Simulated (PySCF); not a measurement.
**Computed properties of C₃H₆BNO, SMILES C#CB(O)NC**

C3H6BNO, SMILES N(C)B(O)C#C. The structure is a stationary point at PBE0-D3(BJ)/def2-SVP. This is a generated structure with no PubChem entry under its InChIKey; it may be hypothetical. Other conformers were not sampled. All values are computed for the isolated molecule unless a solvent is named; none is compared with measurement here.

**Structure.** The optimised structure has Cs symmetry. All 30 harmonic modes at PBE0-D3(BJ)/def2-SVP (PySCF) are real, so it is a minimum. With heavy atoms numbered as in [CH:1]#[C:2][B:3]([OH:4])[NH:5][CH3:6], the shortest bond between them is C1–C2 at 1.217 Å and the longest C2–B3 at 1.551 Å.

**Vibrations.** The strongest infrared lines (harmonic, unscaled, degenerate partners summed) lie at 1595 cm⁻¹ (325 km/mol, N 38 %, B 34 %, H 25 %), 1349 cm⁻¹ (201 km/mol, B 45 %, H 43 %), 1323 cm⁻¹ (149 km/mol, B 46 %, H 25 %, O 19 %). The softest mode is at 135 cm⁻¹ and the zero-point energy is 59.3 kcal/mol.

**Electronic structure.** M06-2X/def2-TZVP (PySCF) places the frontier levels at -8.50 and 0.69 eV, a gap of 9.19 eV, and gives a dipole moment of 0.86 D and a mean polarisability of 58.1 bohr³. PBE/def2-TZVP (PySCF) at the same geometry gives -5.81 and -1.12 eV, so its gap is 4.50 eV narrower. An orbital gap is neither the optical nor the fundamental gap.

**Excitations.** TDA-B3LYP/def2-SVPD (PySCF) has S1 at 5.78 eV (214 nm, f = 0.000, dark); the most intense of the 10 singlets computed lies at 5.99 eV (f = 0.16). T1 (TDA) is at 4.69 eV, 1.09 eV under S1. TDA-PBE/def2-SVPD (PySCF) puts S1 at 5.44 eV. No vertical singlet excitation falls in the visible range (under 3.1 eV).

**NMR.** GIAO shifts at PBE0/pcSseg-1 (PySCF) (non-relativistic, atoms alike by connectivity averaged): ¹³C from 33.5 to 99.5 ppm against TMS; ¹H from 2.7 to 3.6 ppm against TMS; ¹¹B at 8.9 ppm against BF3.
